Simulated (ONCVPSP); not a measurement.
**Plane-wave convergence, ONCV potential for zinc**

- Element: zinc (Zn)
- Generator: ONCVPSP 4.0.1
- Type: optimised norm-conserving Vanderbilt (ONCV)
- Functional: PBE
- Relativity: scalar-relativistic
- Frozen core: [Ar] 3d10
- Valence charge: 2
- Reference configuration: 4s1.5 4p0.5
- Partial waves: 4s: rc 2.05 bohr, ncon 3, nbas 7, qcut 4.1 1/bohr, local; 4p: rc 2.20 bohr, ncon 4, nbas 9, qcut 3.9 1/bohr, 3 projectors, debl 1.9 Ha; d scattering state at 0.21 Ha: rc 2.20 bohr, ncon 3, nbas 7, qcut 3.8 1/bohr, 2 projectors, debl 1.2 Ha
- Local potential: the s channel
- Core correction: Teter function, fcfact 2.5, rcfact 1.35

Q: For each optimised wave give the share of its norm inside rc, the residual kinetic energy above qcut (Ha) and the cutoffs (Ha) for errors of 10, 1, 0.1 and 0.01 mHa per electron.

A:

```
         wave  norm inside rc  residual KE  10 mHa  1 mHa      0.1 mHa     0.01 mHa
           4s           0.339      3.7e-05     3.8    6.0          7.6         20.1
           4p           0.132      2.5e-05     1.0    2.0          6.2         12.1
p projector 2           0.144      5.7e-04     5.0    7.1         14.2         45.2
p projector 3           0.121      1.9e-02     8.4   30.9         85.4         95.7
d projector 1           0.042      4.0e-03     5.2   24.5         53.3  not reached
d projector 2           0.251      2.6e-01    46.6   73.1  not reached  not reached
```

The occupied waves need 6.0 Ha and 7.6 Ha for 1 and 0.1 mHa. The cutoffs count occupied waves only; projector 2 of the d channel, the hardest unoccupied one, needs 73 Ha at the loose tolerance. Note: no bound ghost flagged; GHOST(+) flagged for d at 13.4 eV, p at 127.9 eV.
